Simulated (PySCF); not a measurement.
Computed IR spectrum (relative IR intensity) of a molecule C3H6O3. Geometry: PBE-D3(BJ)/def2-SVP. The values are those of a single conformer. Calculation: PBE-D3(BJ)/def2-SVP (PySCF). No scaling factor is applied to the harmonic values.

Lines under 2 % of the strongest are left out, and lines within 2 cm⁻¹ are merged.

ν (cm⁻¹): 338 (vw), 763 (vw), 914 (vw), 1012 (w), 1153 (vw), 1288 (vs), 1404 (vw), 1416 (w), 1437 (w), 1804 (m), 2972 (w), 3060 (w), 3107 (vw) (against the strongest line: vs over 80 %, s over 45 %, m over 15 %, w over 4 %, vw less)

Question: Which structure fits?
(A) OCC1OCO1
(B) COC(=O)OC
(C) C1OCOCO1
(D) COC1OCO1

Answer: B, COC(=O)OC
